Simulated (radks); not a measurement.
Polarisability of the xenon ion Xe6+, [Kr] 4d10 5s2, at imaginary frequency. Method: non-relativistic Kohn-Sham, LDA (Slater exchange, Perdew-Wang correlation), spin-unpolarised, spherical densities, point nucleus; relativity is left out, which matters for an element this heavy; computed with a radial shooting solver on a logarithmic mesh with Libxc functionals. Response by self-consistent Sternheimer equations with the Hartree and adiabatic LDA kernel.

| w (hartree) | alpha1(iw) (bohr^3) | alpha2(iw) (bohr^5) |
|---|---|---|
| 0.00266 | 5.293 | 8.981 |
| 0.0143 | 5.290 | 8.980 |
| 0.0360 | 5.276 | 8.974 |
| 0.0697 | 5.231 | 8.955 |
| 0.118 | 5.120 | 8.906 |
| 0.186 | 4.888 | 8.798 |
| 0.280 | 4.468 | 8.576 |
| 0.413 | 3.825 | 8.149 |
| 0.605 | 3.014 | 7.381 |
| 0.892 | 2.197 | 6.143 |
| 1.35 | 1.522 | 4.475 |
| 2.12 | 1.012 | 2.740 |
| 3.59 | 0.5968 | 1.390 |
| 6.94 | 0.2562 | 0.5468 |
| 17.5 | 0.06266 | 0.1182 |

Static values: alpha1 = 5.293 bohr^3 (0.7843 angstrom^3; uncoupled 9.826), alpha2 = 8.981 bohr^5, alpha3 = 30.58 bohr^7. C6 = 17.01, C8 = 185.3, triple-dipole C9 = 59.87 atomic units. One-pole (London) frequency 4 C6 / (3 alpha1^2) = 0.810 hartree, against 3.078 for minus the highest occupied eigenvalue. The dipole shielding factor is 0.889, as the force sum rule N/Z = 0.889 demands.
